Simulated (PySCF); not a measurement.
First SCF of a structure search on quartet MoI₃, at a hand-made trigonal planar geometry. PySCF input:

```python
from pyscf import gto, scf, dft
mol = gto.M(atom='''
Mo     0.000000     0.000000     0.000000
I      2.710000     0.000000     0.000000
I     -1.355000     2.346900     0.000000
I     -1.355000    -2.346900     0.000000''',
    basis={'Mo': 'def2-TZVP', 'I': 'def2-TZVP'},
    ecp={'Mo': 'def2-TZVP', 'I': 'def2-TZVP'},
    charge=0, spin=3)
mf = dft.UKS(mol, xc='PBE0')
mf.grids.atom_grid = (50, 194)
aux = {'Mo': 'def2-universal-JKFIT', 'I': 'def2-universal-JKFIT'}
mf = mf.density_fit(auxbasis=aux)
mf.conv_tol = 1e-08
mf.diis_space = 10
mf.max_cycle = 60
mf.init_guess = 'huckel'
mf.verbose = 4
mf.kernel()
```

Excerpt of the output (cycles alone):

```
init E= -960.511096186132
cycle= 1 E= -947.841422579099  delta_E= 12.7  |g|= 4.93  |ddm|= 4.95
cycle= 2 E= -892.258842151345  delta_E= 55.6  |g|= 6.08  |ddm|= 15.8
cycle= 3 E= -946.624761540309  delta_E= -54.4  |g|= 4.98  |ddm|= 15.9
cycle= 4 E= -945.645007593558  delta_E= 0.98  |g|=  5.3  |ddm|= 4.28
cycle= 5 E= -945.554116040536  delta_E= 0.0909  |g|= 5.22  |ddm|= 2.96
cycle= 6 E= -945.381524382399  delta_E= 0.173  |g|=  5.2  |ddm|= 0.688
cycle= 7 E= -943.13279195872  delta_E= 2.25  |g|= 5.64  |ddm|= 2.24
cycle= 8 E= -943.607335974764  delta_E= -0.475  |g|= 5.55  |ddm|=  2.1
cycle= 9 E= -944.57528976299  delta_E= -0.968  |g|= 5.38  |ddm|= 0.461
cycle= 10 E= -944.147333100645  delta_E= 0.428  |g|= 5.52  |ddm|= 1.92
cycle= 11 E= -944.088201482681  delta_E= 0.0591  |g|= 5.54  |ddm|= 0.0381
cycle= 12 E= -944.583877446399  delta_E= -0.496  |g|= 5.44  |ddm|= 1.68
cycle= 13 E= -908.085520346679  delta_E= 36.5  |g|=  6.5  |ddm|= 11.2
cycle= 14 E= -953.150553521258  delta_E= -45.1  |g|= 3.17  |ddm|= 10.3
cycle= 15 E= -955.047340823031  delta_E= -1.9  |g|= 2.91  |ddm|= 5.68
cycle= 16 E= -959.046749383293  delta_E=   -4  |g|= 1.68  |ddm|= 5.38
cycle= 17 E= -961.295003625214  delta_E= -2.25  |g|= 0.498  |ddm|= 3.36
cycle= 18 E= -961.438567840601  delta_E= -0.144  |g|= 0.253  |ddm|= 0.747
cycle= 19 E= -961.477642253317  delta_E= -0.0391  |g|= 0.0718  |ddm|= 0.324
cycle= 20 E= -961.480145712107  delta_E= -0.0025  |g|= 0.0314  |ddm|= 0.125
cycle= 21 E= -961.480738656946  delta_E= -0.000593  |g|= 0.0135  |ddm|= 0.0415
cycle= 22 E= -961.480983824614  delta_E= -0.000245  |g|= 0.00554  |ddm|= 0.0302
cycle= 23 E= -961.481059816192  delta_E= -7.6e-05  |g|= 0.00328  |ddm|= 0.0167
cycle= 24 E= -961.481102537777  delta_E= -4.27e-05  |g|= 0.00248  |ddm|= 0.0154
cycle= 25 E= -961.481120874547  delta_E= -1.83e-05  |g|= 0.000613  |ddm|= 0.0138
cycle= 26 E= -961.481122113531  delta_E= -1.24e-06  |g|= 0.000356  |ddm|= 0.0034
cycle= 27 E= -961.481122340762  delta_E= -2.27e-07  |g|= 0.000158  |ddm|= 0.00117
cycle= 28 E= -961.481122406053  delta_E= -6.53e-08  |g|= 8.03e-05  |ddm|= 0.000549
cycle= 29 E= -961.481122435144  delta_E= -2.91e-08  |g|= 3.26e-05  |ddm|= 0.000476
cycle= 30 E= -961.481122438798  delta_E= -3.65e-09  |g|= 2.84e-05  |ddm|= 0.000199
Extra cycle  E= -961.481122435441  delta_E= 3.36e-09  |g|= 8.5e-05  |ddm|= 0.000101
converged SCF energy = -961.481122435441  <S^2> = 3.841199  2S+1 = 4.0453425
```

No lower solution of this spin was found from smeared starts or by a stability analysis within the unrestricted form.

Other spin states or occupations of the open shell can lie lower. Spin–orbit coupling, left out here, can matter for elements this heavy.

The search for the lowest solution, 3 starts and the stability check together, took 78 s on 4 threads of a shared Intel Xeon Platinum 8488C (Sapphire Rapids) host, with 190 basis functions; the process peaked at 0.8 GiB.
